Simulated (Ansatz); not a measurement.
# Nudged elastic band run: Cl$_{2}$H$_{4}$Si$_{2}$Te

Input file:

```yaml
crystal:
  periodic: [false, false, false]
  atoms:
    - { symbol: Cl, position_ang: [-0.94015, 1.238646, -2.217883] }
    - { symbol: Si, position_ang: [0.826744, 0.613135, -1.249732] }
    - { symbol: Si, position_ang: [0.075535, -0.652327, 0.594081] }
    - { symbol: Cl, position_ang: [-0.235996, -2.628183, -0.071158] }
    - { symbol: Te, position_ang: [-2.037679, 0.545175, 1.333396] }
    - { symbol: H, position_ang: [1.589862, 1.829584, -0.816428] }
    - { symbol: H, position_ang: [1.645656, -0.18432, -2.217653] }
    - { symbol: H, position_ang: [1.041597, -0.713184, 1.738249] }
    - { symbol: H, position_ang: [-1.87727, -0.094725, 2.890028] }
basis:
  gaussian: { orbitals: def2-SVP }
hamiltonian:
  xc: blyp
  dispersion: d4
neb:
  order_check: false
  images: 7
  f_tol: 0.05
  max_iterations: 10
  initial_path: idpp
  final_atoms:
    - { symbol: Cl, position_ang: [2.04995178, -0.08800394, -2.35478851] }
    - { symbol: Si, position_ang: [0.54483726, 0.72278297, -1.13027745] }
    - { symbol: Si, position_ang: [-0.15162451, -0.88337562, 0.44119291] }
    - { symbol: Cl, position_ang: [-1.04109444, -2.46103364, -0.62385756] }
    - { symbol: Te, position_ang: [-1.96578319, 0.14416634, 1.92246177] }
    - { symbol: H, position_ang: [-0.6280272, 1.11150302, -1.97611699] }
    - { symbol: H, position_ang: [1.08713194, 1.93192597, -0.4278321] }
    - { symbol: H, position_ang: [0.96536981, -1.42490802, 1.28240767] }
    - { symbol: H, position_ang: [-0.77246244, 0.90074391, 2.84971026] }
```

Command:

```bash
$ ansatz run input.yaml --threads 2 --pin off --max-ram 3072MiB --backend cpu --events-out ev --progress --plain --runs-dir out
```

Output, in part (warnings, iteration lines, the closing report on the highest movable image, with atoms numbered from 0):

```
NEB end point (image 0): max|allowed force component| = 1.409e-2 eV/Å (the criterion of neb.relax_end_points is 1.000e-2)
NEB end point (image 8): max|allowed force component| = 3.369e-3 eV/Å (the criterion of neb.relax_end_points is 1.000e-2)
NEB iter   1: max|band force component| = 1.552e0 eV/Å  barrier→ = 0.3916 eV  barrier← = 0.3226 eV  Δτ_max = 0.2000 Å  (235 SCF iters)
NEB iter   2: max|band force component| = 3.980e-1 eV/Å  barrier→ = 0.1971 eV  barrier← = 0.1281 eV  CI = image 5  Δτ_max = 0.1447 Å  (196 SCF iters)
NEB iter   3: max|band force component| = 2.282e-1 eV/Å  barrier→ = 0.1500 eV  barrier← = 0.0811 eV  CI = image 5  Δτ_max = 0.0276 Å  (198 SCF iters)
NEB iter   4: max|band force component| = 5.453e-2 eV/Å  barrier→ = 0.1457 eV  barrier← = 0.0767 eV  CI = image 5  Δτ_max = 0.0546 Å  (206 SCF iters)
NEB iter   5: max|band force component| = 4.552e-2 eV/Å  barrier→ = 0.1411 eV  barrier← = 0.0722 eV  CI = image 5  Δτ_max = 0.0765 Å  (204 SCF iters)
NEB iter   6: max|band force component| = 2.907e-1 eV/Å  barrier→ = 0.1399 eV  barrier← = 0.0709 eV  CI = image 4  Δτ_max = 0.0382 Å  (29 SCF iters)
NEB iter   7: max|band force component| = 4.827e-2 eV/Å  barrier→ = 0.1373 eV  barrier← = 0.0684 eV  CI = image 4  Δτ_max = 0.0000 Å  (392 SCF iters)
Total energy: -48147.25304238 eV, -1769.3789139271 hartree
Atom 0 at    -0.231975     0.323029    -3.074633 Å, force    -0.013224    -0.002269    -0.003696 eV/Å
Atom 1 at     0.766326     0.614535    -1.256114 Å, force     0.010140     0.003834    -0.012280 eV/Å
Atom 2 at    -0.300061    -0.671126     0.432720 Å, force     0.008991     0.004677     0.031099 eV/Å
Atom 3 at    -1.600823    -2.015568    -0.521561 Å, force    -0.010291    -0.011673     0.000424 eV/Å
Atom 4 at    -1.473078     0.856549     2.110073 Å, force     0.027014     0.018615    -0.014643 eV/Å
Atom 5 at     0.734378     2.072396    -0.915206 Å, force    -0.000823     0.007627     0.002365 eV/Å
Atom 6 at     2.193615     0.172531    -1.402514 Å, force     0.000352     0.003812    -0.003970 eV/Å
Atom 7 at     0.691406    -1.460678     1.233367 Å, force     0.013217    -0.005538    -0.003083 eV/Å
Atom 8 at    -0.691489     0.062133     3.376766 Å, force    -0.035376    -0.019086     0.003785 eV/Å
Dipole moment:     0.261418     0.141899     0.293982 e Å
```

The run converged. The band force fell under the threshold earlier too, but the program's further tests of the path sent the band on. The order of the stationary point at the top wasn't checked.

Final band (atoms are numbered from 1 in the order of the input):

| image | path coordinate (Å) | energy (kcal/mol) | dihedral H7–Si2–Si3–Cl4 (°) |
| --- | --- | --- | --- |
| 0 | 0.00 | 0.0 | -32 |
| 1 | 0.79 | 0.5 | -51 |
| 2 | 1.57 | 1.6 | -69 |
| 3 | 2.36 | 2.6 | -87 |
| 4 | 3.15 | 3.2 | -106 |
| 5 | 3.94 | 3.0 | -127 |
| 6 | 4.74 | 2.7 | -146 |
| 7 | 5.54 | 1.9 | -166 |
| 8 | 6.33 | 1.6 | 175 |

The run took 64 s on 2 threads of Intel(R) Xeon(R) 6975P-C (Granite Rapids), with other jobs on the host, peak memory 0.21 GiB.
